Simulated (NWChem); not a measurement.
System: GeH4TeSe; SMILES [GeH3][Te][SeH]

The following NWChem deck was run.

```
start job
memory heap 200 mb stack 900 mb global 1100 mb
geometry units angstroms noautoz
  Te     1.042380     0.019288    -0.118541
  Se    -0.660934    -1.849051     0.153128
  H     -0.919626    -2.028552    -1.286711
  Ge    -0.707830     1.904193    -0.038629
  H     -1.475383     1.836693     1.291024
  H      0.066024     3.232786    -0.146521
  H     -1.676888     1.756502    -1.223545
end
basis spherical
  * library def2-svp
end
ecp
  Te library def2-ecp
end
dft
  xc hfexch
  iterations 150
  mulliken
end
task dft energy
```

NWChem printed, in part:

```
             Northwest Computational Chemistry Package (NWChem) 7.3.0
             --------------------------------------------------------

 C1  symmetry detected

                             Geometry "geometry" -> ""
                             -------------------------

 Output coordinates in angstroms (scale by  1.889725989 to convert to a.u.)

  No.       Tag          Charge          X              Y              Z
 ---- ---------------- ---------- -------------- -------------- --------------
    1 Te                  52.0000     1.00465075    -0.01833806     0.00590547
    2 Se                  34.0000    -0.72728736    -1.87998978     0.02631375
    3 H                    1.0000    -0.84809660    -1.99037656    -1.43843824
    4 Ge                  32.0000    -0.73458181     1.87838465     0.00684737
    5 H                    1.0000    -1.62614493     1.75743603     1.25270354
    6 H                    1.0000     0.05348162     3.20269068     0.03547698
    7 H                    1.0000    -1.58669108     1.79517245    -1.27061005

 Effective nuclear repulsion energy (a.u.)     959.4663173848

 Summary of "ao basis" -> "ao basis" (spherical)
 ------------------------------------------------------------------------------
       Tag                 Description            Shells   Functions and Types
 ---------------- ------------------------------  ------  ---------------------
 Te                         def2-svp                10       26   4s4p2d
 Se                         def2-svp                12       32   5s4p3d
 H                          def2-svp                 3        5   2s1p
 Ge                         def2-svp                12       32   5s4p3d

            General Information
            -------------------
          SCF calculation type: DFT
          Wavefunction type:  closed shell.
          No. of atoms     :     7
          No. of electrons :    94
           Alpha electrons :    47
            Beta electrons :    47
          Charge           :     0
          Spin multiplicity:     1
          Use of symmetry is: off; symmetry adaption is: off
          Maximum number of iterations: 150
          AO basis - number of functions:   110
                     number of shells:    46
          Convergence on energy requested:  1.00D-06
          Convergence on density requested:  1.00D-05
          Convergence on gradient requested:  5.00D-04

              XC Information
              --------------
                     Hartree-Fock (Exact) Exchange  1.000

      Superposition of Atomic Density Guess
      -------------------------------------

 Sum of atomic energies:       -4787.77611005

      Non-variational initial energy
      ------------------------------

 Total energy =   -4744.160918
 1-e energy   =   -7823.420427
 2-e energy   =    2520.090704
 HOMO         =      -0.240504
 LUMO         =      -0.043859

     ---------------------------------------------
      Total Density - Mulliken Population Analysis
     ---------------------------------------------

    Atom       Charge   Shell Charges
 -----------   ------   -------------------------------------------------------
    1 Te  24    24.11   1.77  0.27  1.20  0.65  2.88  3.15  2.05  2.07  9.84  0.22
    2 Se  34    34.25   2.00  2.00  2.00  1.33  0.55  6.00  5.98  1.86  2.50  8.20  1.75  0.09
    3 H    1     0.84   0.58  0.23  0.02
    4 Ge  32    31.60   2.00  2.00  2.00  1.06  0.27  6.00  5.98  1.16  1.06  8.13  1.81  0.14
    5 H    1     1.07   0.68  0.38  0.01
    6 H    1     1.07   0.68  0.38  0.01
    7 H    1     1.07   0.68  0.38  0.01

   convergence    iter        energy       DeltaE   RMS-Dens  Diis-err
 ---------------- ----- ----------------- --------- --------- ---------
 d= 0,ls=0.0,diis     1  -4743.9710612128 -5.30D+03  3.72D-03  1.33D-01
 d= 0,ls=0.0,diis     2  -4743.9995778338 -2.85D-02  1.21D-03  2.22D-02
 d= 0,ls=0.0,diis     3  -4744.0026422418 -3.06D-03  4.82D-04  2.85D-03
 d= 0,ls=0.0,diis     4  -4744.0031274205 -4.85D-04  1.38D-04  1.42D-04
 d= 0,ls=0.0,diis     5  -4744.0031631362 -3.57D-05  4.96D-05  7.08D-06
  Resetting Diis
 d= 0,ls=0.0,diis     6  -4744.0031661576 -3.02D-06  1.68D-05  6.19D-07
 d= 0,ls=0.0,diis     7  -4744.0031664693 -3.12D-07  4.54D-06  5.46D-08

         Total DFT energy =    -4744.003166469292
      One electron energy =    -7824.416166926092
           Coulomb energy =     2705.473435407997
    Exchange-Corr. energy =     -184.229239360622
 Nuclear repulsion energy =      559.168804409425

 Numeric. integr. density =        0.000000000000

                       DFT Final Molecular Orbital Analysis
                       ------------------------------------

 Vector   45  Occ=2.000000D+00  E=-4.062414D-01
              MO Center=  1.1D-01, -8.3D-01,  3.0D-02, r^2= 4.4D+00
   Bfn.  Coefficient  Atom+Function         Bfn.  Coefficient  Atom+Function
  ----- ------------  ---------------      ----- ------------  ---------------
    42     -0.378322  2 Se py                11      0.354809  1 Te px
    39     -0.331840  2 Se py                14      0.274557  1 Te px
    36      0.214038  2 Se py                 3      0.195044  1 Te s
     8     -0.143838  1 Te px                 4      0.142967  1 Te s
    30      0.127385  2 Se s                  5     -0.114465  1 Te px

 Vector   46  Occ=2.000000D+00  E=-3.404200D-01
              MO Center= -2.9D-01, -1.0D+00,  8.5D-03, r^2= 4.3D+00
   Bfn.  Coefficient  Atom+Function         Bfn.  Coefficient  Atom+Function
  ----- ------------  ---------------      ----- ------------  ---------------
    41      0.427177  2 Se px                42     -0.354538  2 Se py
    38      0.330108  2 Se px                39     -0.259694  2 Se py
    11     -0.236671  1 Te px                35     -0.210378  2 Se px
    14     -0.201425  1 Te px                36      0.165822  2 Se py
    76     -0.142050  4 Ge py                12      0.136926  1 Te py

 Vector   47  Occ=2.000000D+00  E=-3.231586D-01
              MO Center=  8.0D-01, -2.5D-02, -1.6D-02, r^2= 3.1D+00
   Bfn.  Coefficient  Atom+Function         Bfn.  Coefficient  Atom+Function
  ----- ------------  ---------------      ----- ------------  ---------------
    13      0.561410  1 Te pz                16      0.558613  1 Te pz
    10     -0.222443  1 Te pz                 7     -0.174928  1 Te pz
    59      0.103812  3 H  s                 31     -0.099481  2 Se s
    60      0.097505  3 H  s                107      0.087360  7 H  s
    97     -0.082669  5 H  s                 40     -0.077313  2 Se pz

 Vector   48  Occ=0.000000D+00  E= 4.916045D-02
              MO Center=  3.8D-01, -5.4D-01, -1.2D-02, r^2= 5.1D+00
   Bfn.  Coefficient  Atom+Function         Bfn.  Coefficient  Atom+Function
  ----- ------------  ---------------      ----- ------------  ---------------
    15      0.665588  1 Te py                42      0.567723  2 Se py
    14      0.549814  1 Te px                41      0.533141  2 Se px
    31      0.433648  2 Se s                  4     -0.368181  1 Te s
    12      0.274648  1 Te py                30      0.205530  2 Se s
    11      0.203962  1 Te px                39      0.200419  2 Se py

 Vector   49  Occ=0.000000D+00  E= 9.519981D-02
              MO Center= -4.7D-02,  9.9D-01,  3.1D-03, r^2= 6.2D+00
   Bfn.  Coefficient  Atom+Function         Bfn.  Coefficient  Atom+Function
  ----- ------------  ---------------      ----- ------------  ---------------
    79      0.909115  4 Ge py                 4      0.809927  1 Te s
    14     -0.796608  1 Te px                68     -0.755339  4 Ge s
    15      0.699747  1 Te py                78     -0.652129  4 Ge px
    67     -0.374742  4 Ge s                 66      0.210520  4 Ge s
     3      0.191925  1 Te s                 11     -0.180376  1 Te px

 Vector   50  Occ=0.000000D+00  E= 1.437299D-01
              MO Center= -7.3D-01, -1.6D+00, -8.2D-01, r^2= 4.6D+00
   Bfn.  Coefficient  Atom+Function         Bfn.  Coefficient  Atom+Function
  ----- ------------  ---------------      ----- ------------  ---------------
    60      1.452953  3 H  s                 43      1.065681  2 Se pz
    31     -0.856610  2 Se s                 97      0.453049  5 H  s
    80     -0.352179  4 Ge pz                67     -0.218775  4 Ge s
    59      0.213593  3 H  s                 40      0.204430  2 Se pz
    30     -0.196938  2 Se s                 78      0.184176  4 Ge px

     ---------------------------------------------
      Total Density - Mulliken Population Analysis
     ---------------------------------------------

    Atom       Charge   Shell Charges
 -----------   ------   -------------------------------------------------------
    1 Te  24    24.07   1.77  0.27  1.19  0.68  2.88  3.15  2.10  1.93  9.85  0.25
    2 Se  34    34.18   2.00  2.00  2.00  1.32  0.57  6.00  5.98  1.86  2.37  8.21  1.75  0.12
    3 H    1     0.93   0.69  0.22  0.03
    4 Ge  32    31.51   2.00  2.00  2.00  1.03  0.16  6.00  5.98  1.32  0.87  8.15  1.80  0.21
    5 H    1     1.09   0.71  0.37  0.01
    6 H    1     1.11   0.71  0.38  0.01
    7 H    1     1.10   0.71  0.37  0.01

     -------------------------------------------
      Total Density - Lowdin Population Analysis
     -------------------------------------------

    Atom       Charge   Shell Charges
 -----------   ------   -------------------------------------------------------
    1 Te  24    23.95   1.23  0.74  0.97  0.78  2.73  3.18  2.06  2.12  9.58  0.55
    2 Se  34    34.04   2.00  2.00  1.95  1.05  0.70  5.99  5.81  1.98  2.46  7.87  2.01  0.22
    3 H    1     1.02   0.60  0.35  0.06
    4 Ge  32    31.75   2.00  2.00  1.93  0.70  0.37  5.99  5.83  1.36  1.26  7.87  2.01  0.43
    5 H    1     1.08   0.62  0.43  0.03
    6 H    1     1.08   0.62  0.44  0.03
    7 H    1     1.08   0.62  0.44  0.03

     Multipole analysis of the density
     ---------------------------------

[...]
```

Level: Hartree-Fock/def2-SVP with def2 effective core potentials on Te. All runs use the structure optimised with PBE0/def2-SVP. No frequency run checked for a minimum. def2 effective core potentials on Te; no spin-orbit coupling.
